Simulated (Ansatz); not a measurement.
One change: `FC(F)(F)Cl` becomes `[F][Sn]([F])([F])[Cl]`.

Ansatz, PBE0-D4/def2-TZVP geometries, multiplicity 1. 

Elements past krypton have def2 core potentials.

| property | `FC(F)(F)Cl` |
| --- | --- |
| HOMO–LUMO gap (B3LYP/def2-TZVPP) / eV | 9.51 |
| size of the dipole moment (B3LYP/def2-TZVPP) / D | 0.40 |
| LUMO energy (PBE0/def2-TZVPP) / eV | 0.10 |
| size of the dipole moment (PBE/def2-TZVPP) / D | 0.25 |
| HOMO energy (PBE0/def2-TZVPP) / eV | -10.05 |
| HOMO–LUMO gap (PBE0/def2-TZVPP) / eV | 10.15 |

Give the same properties after the change, and the shifts. (Estimate.)

Computed: 
| property | `[F][Sn]([F])([F])[Cl]` | shift |
| --- | --- | --- |
| HOMO–LUMO gap (B3LYP/def2-TZVPP) / eV | 6.58 | -2.93 |
| size of the dipole moment (B3LYP/def2-TZVPP) / D | 1.56 | 1.16 |
| LUMO energy (PBE0/def2-TZVPP) / eV | -3.40 | -3.50 |
| size of the dipole moment (PBE/def2-TZVPP) / D | 1.42 | 1.17 |
| HOMO energy (PBE0/def2-TZVPP) / eV | -10.64 | -0.59 |
| HOMO–LUMO gap (PBE0/def2-TZVPP) / eV | 7.24 | -2.91 |

With PBE0 the HOMO falls by 0.59 eV and the LUMO falls by 3.50 eV, so the gap narrows by about 2.91 eV. PBE moves the HOMO by -0.64 eV and ωB97M-V by -0.56 eV. Dipoles are sizes alone; their direction can turn.

B3LYP here is the variant with VWN-RPA as its local correlation; programs differ in this.
